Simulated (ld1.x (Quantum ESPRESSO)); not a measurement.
**Ne: PAW pseudisation with LDA (PZ), scalar-relativistic reference atom.**

Ne (Z = 10), PAW, made with ld1.x (Quantum ESPRESSO) 7.5 (LDA (PZ), scalar-relativistic). Core [He], reference 2s2 2p6. Waves: 2s (bound): rcut 0.55, rcutus 0.60 bohr; 2s channel at -0.2 Ry: rcut 0.55, rcutus 0.60 bohr; 2p (bound): rcut 1.10, rcutus 1.45 bohr; 2p channel at -0.65 Ry: rcut 1.10, rcutus 1.45 bohr. Local part: all-electron potential smoothed inside 0.55 bohr (lloc = -2). Core correction: a·sin(br)/r model core inside 0.45 bohr. Augmentation charge: PSQ, inside the norm-conserving radii.

Poles of the logarithmic derivatives, all-electron (AE) and pseudo (PS). s: poles at -1.9 (AE) and -1.9 (PS) Ry. p: poles at -0.2 (AE) and -0.2 (PS) Ry. Test radius 1.59 bohr.

- Cutoffs needed: 90 Ry and 160 Ry (the cutoffs (Ry, on a coarse ladder) from which the occupation-weighted sum of valence levels, in a spherical-Bessel basis at the reference potential, stays within 10 and 1 mRy of its value at 400 Ry)
- Ghost test: no extra level below or beside the all-electron valence levels (s, p, d, f tested) (spherical-Bessel basis up to 400 Ry, 20 bohr box)
- Largest excitation error: -200 meV (all-electron minus pseudo) for 2s2 2p2, out of 6 test configurations
- Lowest eigenvalue of the overlap operator: 0.55 (s channel)
- Density cutoff estimated by the generator: 591 Ry
